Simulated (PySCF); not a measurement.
BrClPb, neutral, multiplicity 1. Atoms are numbered in the order given.

```xyz
3

Pb     0.5104    -0.4859     0.0000
Cl    -1.6326    -1.7407     0.0000
Br    -0.4029     1.9838     0.0000
```
Charge 0, spin multiplicity 1.

Coordinates come from a B3LYP-D3(BJ)/def2-TZVP optimisation. The def2 effective core potentials stand for the cores of Pb; spin–orbit coupling is left out.

The numbers are results of TDA-M06-2X/def2-SVPD (PySCF 2.14.0), not measurements.

Vertical excitations. Gas-phase values at a fixed geometry. State labels are in the subgroup Cs.

```tsv
state	symmetry	energy (eV)	λ (nm)	f	main pairs
S1	A"	3.87	320	0.011	HOMO→LUMO 94 %
S2	A"	4.12	301	0.003	HOMO−1→LUMO 95 %
S3	A'	4.59	270	0.025	HOMO−2→LUMO 90 %
S4	A"	5.04	246	0.007	HOMO−4→LUMO 99 %
S5	A'	5.28	235	0.004	HOMO−3→LUMO 83 %
S6	A"	5.52	225	0.001	HOMO−5→LUMO 98 %
S7	A'	5.73	216	0.031	HOMO→LUMO+1 59 %, HOMO−1→LUMO+1 16 %, HOMO→LUMO+2 13 %
S8	A"	5.92	209	0.003	HOMO−2→LUMO+1 87 %
S9	A'	6.00	207	0.107	HOMO−1→LUMO+1 33 %, HOMO→LUMO+2 28 %, HOMO→LUMO+1 23 %
S10	A'	6.26	198	0.011	HOMO−1→LUMO+2 82 %
T1	A"	3.22	385	0	HOMO→LUMO 66 %, HOMO−1→LUMO 26 %
T2	A"	4.00	310	0	HOMO−1→LUMO 71 %, HOMO→LUMO 28 %
T3	A'	4.06	305	0	HOMO−2→LUMO 98 %
T4	A'	4.73	262	0	HOMO−3→LUMO 95 %
```
Triplets are in the Tamm–Dancoff approximation.
